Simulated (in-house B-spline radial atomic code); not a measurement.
Configurations of Rb⁺, with energies counted from [Ar] 3d10 4s2 4p6. Computed with a B-spline radial code for spherical atoms: scalar-relativistic (X2C) LDA PW92, spin-polarised, spherical fractional occupations, Fermi nucleus of rms radius 4.2036 fm. Shells without spins written out take the highest spin.

Occupations are held fixed; configurations that lie above the ionisation limit could autoionise.

| configuration | E - E(ref) (eV) | highest orbital | its <r> (bohr) |
| --- | --- | --- | --- |
| [Ar] 3d10 4s2 4p5 5d1 | 22.835 | 5d up | 7.61 |
| [Ar] 3d10 4s2 4p(3 up, 2 down) 4f(0 up, 1 down) | 23.965 | 4f down | 8.466 |
| [Ar] 3d10 4s2 4p(2 up, 3 down) 5f(1 up, 0 down) | 25.145 | 5f up | 14.57 |
| [Ar] 3d10 4s(1 up, 0 down) 4p6 5s(1 up, 0 down) | 33.074 | 5s up | 3.918 |
| [Ar] 3d10 4s1 4p6 4d1 | 34.605 | 4d up | 3.014 |
| [Ne] 3s2 3p5 3d10 4s2 4p6 5s1 | 232.8 | 5s up | 3.869 |
| [Ne] 3s2 3p(2 up, 3 down) 3d10 4s2 4p6 5f(1 up, 0 down) | 241.64 | 5f up | 14.55 |

Question: Order these further configurations by energy, lowest first.
A. [Ar] 3d9 4s2 4p6 5p1
B. [Ar] 3d10 4s1 4p6 5p1
C. [Ne] 3s2 3p5 3d10 4s2 4p6 4f1
D. [Ne] 3s2 3p5 3d10 4s2 4p6 5d1
E. [Ar] 3d10 4s2 4p5 4d1

Answer: E (18.16 eV), B (36.03 eV), A (115.61 eV), D (239.24 eV), C (240.46 eV).

Question: How far above the reference does [Ar] 3d9 4s2 4p6 4d1 lie?

Answer: 114.15 eV; its least bound orbital is 4d up with <r> = 2.932 bohr.

Question: How far above the reference does [Ar] 3d10 4s2 4p5 5p1 lie?

Answer: 19.45 eV; its least bound orbital is 5p up with <r> = 4.857 bohr.
